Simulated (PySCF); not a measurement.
## Computed vibrations of [PbS]2+

[PbS]2+ (singlet). PySCF 2.14.0, RKS PBE, Pb def2-SVP with ECP60, S def2-SVP; non-relativistic Hamiltonian with scalar-relativistic core potentials where named; density fitting; no spin-orbit coupling. Central differences of gradients.

```xyz
2

Pb    0.0000    0.0000   -0.3899
S     0.0000    0.0000    2.5363
```

Run from Python with OMP_NUM_THREADS=2. Where DIIS fails, smearing, a level shift and second-order steps follow.
It took 32 s on 2 threads of Arm Neoverse V2 (shared host).

Q: What are the harmonic wavenumbers and infrared intensities?

A: Modes are labelled in C∞v; negative numbers are unstable modes, those under 60 cm⁻¹ near the noise; a finer grid moves soft modes by up to 10 cm⁻¹.
```
cm⁻¹  km/mol  symmetry
 192     2.2        σ+
```

Q: Is this a minimum?

A: Yes. Ideal gas at 298.15 K and 1 bar: S = 261.1 J/(mol K), Cp = 36.8 J/(mol K), H − H(0 K) = 10.2 kJ/mol (rigid rotor, harmonic modes, spin degeneracy alone).
